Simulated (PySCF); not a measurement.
## Bromine: a sound run and one with changed settings

Sound run: Br²⁺ [Ar] 3d10 4s2 4p3, Br³⁺ [Ar] 3d10 4s2 4p2. Computed with PySCF 2.14 in x2c-SVPall (5s4p3d, 32 functions), with scalar relativity by spin-free X2C-1e. In the sound run the correlated levels freeze [Ar] 3d10. The sound run starts from symmetry-adapted Hartree-Fock orbitals and uses a fine grid where one is needed.

Changed run: the non-relativistic Hamiltonian (point nucleus). This setting is unsound on purpose.

```json
{"species": "Br²⁺", "method": "UHF", "sound run (hartree)": "-2602.81535", "changed run (hartree)": "-2556.47869", "converged": "yes"}
{"species": "Br²⁺", "method": "BP86", "sound run (hartree)": "-2604.84971", "changed run (hartree)": "-2558.51894", "converged": "yes"}
{"species": "Br²⁺", "method": "M06-2X", "sound run (hartree)": "-2604.64818", "changed run (hartree)": "-2558.32012", "converged": "yes"}
{"species": "Br²⁺", "method": "MP2", "sound run (hartree)": "-2602.87680", "changed run (hartree)": "-2556.54128", "converged": "yes"}
{"species": "Br²⁺", "method": "CCSD(T)", "sound run (hartree)": "-2602.89277", "changed run (hartree)": "-2556.55825", "converged": "yes"}
{"species": "Br³⁺", "method": "UHF", "sound run (hartree)": "-2601.54359", "changed run (hartree)": "-2555.20831", "converged": "yes"}
{"species": "Br³⁺", "method": "BP86", "sound run (hartree)": "-2603.55643", "changed run (hartree)": "-2557.22654", "converged": "yes"}
{"species": "Br³⁺", "method": "M06-2X", "sound run (hartree)": "-2603.36154", "changed run (hartree)": "-2557.03305", "converged": "yes"}
{"species": "Br³⁺", "method": "MP2", "sound run (hartree)": "-2601.59140", "changed run (hartree)": "-2555.25719", "converged": "yes"}
{"species": "Br³⁺", "method": "CCSD(T)", "sound run (hartree)": "-2601.60923", "changed run (hartree)": "-2555.27660", "converged": "yes"}
```

Ionisation energy of Br²⁺:

```json
{"method": "UHF", "sound run (eV)": "34.606", "changed run (eV)": "34.569"}
{"method": "BP86", "sound run (eV)": "35.192", "changed run (eV)": "35.168"}
{"method": "M06-2X", "sound run (eV)": "35.011", "changed run (eV)": "35.023"}
{"method": "MP2", "sound run (eV)": "34.978", "changed run (eV)": "34.942"}
{"method": "SCS-MP2", "sound run (eV)": "34.843", "changed run (eV)": "34.807"}
{"method": "CCSD", "sound run (eV)": "34.923", "changed run (eV)": "34.872"}
{"method": "CCSD(T)", "sound run (eV)": "34.927", "changed run (eV)": "34.875"}
```

Most of the change in total energy is the relativistic energy itself. On top of that the contraction fixes the core shape for the Hamiltonian it was made with, so the changed run is not a good calculation with the other Hamiltonian either.

For comparison, NIST gives 34.871 ± 0.019 eV between the lowest levels.
